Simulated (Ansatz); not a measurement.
Stepwise reaction of `[SH][Ge][SH]` with water, as a gas-phase model of exchange steps in deposition or etching. ΔE in kJ/mol.

Calculated with Ansatz (gas phase, PBE0-D4/def2-TZVP geometries, no zero-point term in ΔE). CCSD(T)/CBS adds triple-zeta CCSD(T) − MP2 to the extrapolated MP2 energy (def2 sets, frozen cores). This one scheme is used for every species. Functionals use def2-TZVPP. B3LYP here is the variant with VWN-RPA as its local correlation; programs differ in this. For Ge outer-core shells are correlated without core-valence functions, which leaves a few kJ/mol of doubt a bond. Scalar relativity is left out up to krypton. One conformer a species, not always the lowest.

```json
{"step": "2", "reaction": "`[OH][Ge][SH]` + H₂O → `[OH][Ge][OH]` + H₂S", "PBE-D4": "19.6", "B3LYP-D4": "12.4", "ωB97M-V": "7.6", "CCSD(T)/CBS": "14.1"}
```

Q: Give the row of step 1, `[SH][Ge][SH]` + H₂O → `[OH][Ge][SH]` + H₂S. (An estimate is asked.)

A: Computed: 
```
step                                     reaction  PBE-D4  B3LYP-D4  ωB97M-V  CCSD(T)/CBS
   1  `[SH][Ge][SH]` + H₂O → `[OH][Ge][SH]` + H₂S    21.3      15.0     10.4         18.2
```

Q: By hand: ΔE of the 2 steps together at CCSD(T)/CBS.

A: (18.2) + (14.1) = 32.3 kJ/mol, or 16.1 kJ/mol a step.

In ΔE the steps differ by no more than 4.1 kJ/mol. All are uphill at CCSD(T)/CBS. PBE-D4 differs from CCSD(T)/CBS by 3.1 to 5.5 kJ/mol a step. Isolated molecules leave out the surface, adducts and barriers. Largest T1 diagnostic: 0.015.
